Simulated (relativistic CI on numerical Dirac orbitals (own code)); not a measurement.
Radial Dirac CI calculation of Ir+.

Command:

```sh
python run_levels.py task.json out
```

Input:

```
atom Ir  Z=77  charge=1  electrons=76
nucleus A=193  rms_radius_fm=5.4032
hamiltonian dirac-coulomb  breit=on  qed=off  c_scale=1
orbitals kli  potential=per-configuration
slater_scale 1
correlation none
mixing on
grid step=0.006 r_max=129.7
scf mixing=0.4 start=green max_iterations=150 tolerance=0.0001 node_fill=0.05
configurations
  [Xe] 4f14 5d7 6s
  [Xe] 4f14 5d8
  [Xe] 4f14 5d6 6s2
end
```

Output:

```
SCF 1: [Xe] 4f14 5d7 6s
 iter      energy (Ha)   residual   last orbital (Ha)
    1    -17816.088950   3.11e+00     -1.12610
    2    -17844.978816   6.56e-01     -0.67050
    3    -17846.173834   2.76e-01     -0.59286
    4    -17846.411541   1.22e-01     -0.60818
    5    -17846.425852   1.16e-02     -0.59319
    6    -17846.425740   2.65e-03     -0.59042
    7    -17846.425728   2.04e-03     -0.58998
    8    -17846.425341   9.22e-04     -0.58928
    9    -17846.425481   1.66e-04     -0.58948
   10    -17846.425460   1.58e-06     -0.58946
SCF 2: [Xe] 4f14 5d8
 iter      energy (Ha)   residual   last orbital (Ha)
    1    -17814.514629   3.15e+00     -2.11313
    2    -17845.001007   6.54e-01     -0.81399
    3    -17846.209873   2.76e-01     -0.62103
    4    -17846.445627   1.27e-01     -0.67351
    5    -17846.463190   9.60e-03     -0.64023
    6    -17846.465070   4.10e-03     -0.64753
    7    -17846.465229   3.56e-03     -0.64617
    8    -17846.464602   2.03e-03     -0.64410
    9    -17846.464852   4.63e-05     -0.64467
SCF 3: [Xe] 4f14 5d6 6s2
 iter      energy (Ha)   residual   last orbital (Ha)
    1    -17817.503204   3.01e+00     -1.12610
    2    -17844.845521   6.61e-01     -0.68935
    3    -17846.073962   2.74e-01     -0.61524
    4    -17846.307110   1.34e-01     -0.63269
    5    -17846.317887   8.52e-03     -0.61799
    6    -17846.318293   3.04e-03     -0.61587
    7    -17846.318007   6.27e-04     -0.61519
    8    -17846.317840   5.65e-04     -0.61493
    9    -17846.317929   1.00e-04     -0.61507
   10    -17846.317916   3.58e-06     -0.61506
orbital energies (Ha): 4f5/2 -2.7828  4f7/2 -2.6688  5s -3.9747  5p1/2 -2.7589  5p3/2 -2.2677  5d3/2 -0.6853  5d5/2 -0.6397  6s -0.5895
configuration averages (Ha): Dirac-Coulomb, Breit, QED
  5d7 6s                      -17846.425460   19.768616    0.000000
  5d8                         -17846.464852   19.767803    0.000000
  5d6 6s2                     -17846.317916   19.769470    0.000000
levels: no., configuration, term, J, E (cm-1), weight
   1 5d7 6s                 5F   5                0.0  0.93
   2 5d7 6s                 5F   4             4656.5  0.57
   3 5d8                    3F   4             4836.0  0.52
   4 5d7 6s                 3P   2             5150.8  0.31
   5 5d7 6s                 5F   3             7937.8  0.91
   6 5d7 6s                 5F   2             9623.6  0.78
   7 5d7 6s                 5F   1            10202.3  0.53
   8 5d8                    3F   3            11200.3  0.87
   9 5d7 6s                 5F   1            12277.0  0.34
  10 5d8                    3F   2            12585.5  0.41
  11 5d8                    3P   0            13280.2  0.51
  12 5d7 6s                 3F   4            15245.2  0.47
  13 5d7 6s                 5P   3            15575.7  0.89
  14 5d7 6s                 5P   2            18135.4  0.37
lowest total energy -17826.788793 Ha
end: converged
```

Against the reference input this run has: SCF tolerance 0.0001, QED terms off, grid step 0.006. The reference run ends at -17813.295012 Ha with Breit and QED terms.

With so few configurations and no correlation, terms lie too far apart (by 10 to 50 % or more near neutrality), their order can be wrong, and levels of other configurations are missing. Terms and fine structure of an open d or f shell near neutrality can be off by tens of per cent either way.
